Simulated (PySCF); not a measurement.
Gas-phase reaction: Ge2O2 + 4 GeCl3 → 6 GeCl2 + 2 O

Method: PySCF energies plus ideal-gas RRHO corrections (1 bar). † marks an energy on the PBE0/def2-TZVP geometry and frequencies. Open shells (unrestricted): GeCl3 (multiplicity 2), O (multiplicity 3); the rest are closed-shell singlets. Spin-orbit splitting is ignored; it lowers the true energy and changes the entropy of O. B3LYP is the form with VWN-RPA correlation. Ge: all electrons, no relativistic terms. Ge2O2, GeCl3: computed as isolated molecules; such fragments, hydroxides, amides, oligomers or adducts are transient or little studied in the gas.

```tsv
level	ΔH°(298 K), kJ
B3LYP/def2-TZVP†	[?]
PBE/def2-TZVP†	781
PBE0/def2-SVP†	734
r2SCAN/def2-TZVP†	[?]
LDA/def2-TZVP†	1018
ωB97X-V/def2-TZVP†	[?]
```

Question: Complete the blanks.

Answer: 
- B3LYP/def2-TZVP†, ΔH°(298 K), kJ: 666
- r2SCAN/def2-TZVP†, ΔH°(298 K), kJ: 817
- ωB97X-V/def2-TZVP†, ΔH°(298 K), kJ: 779
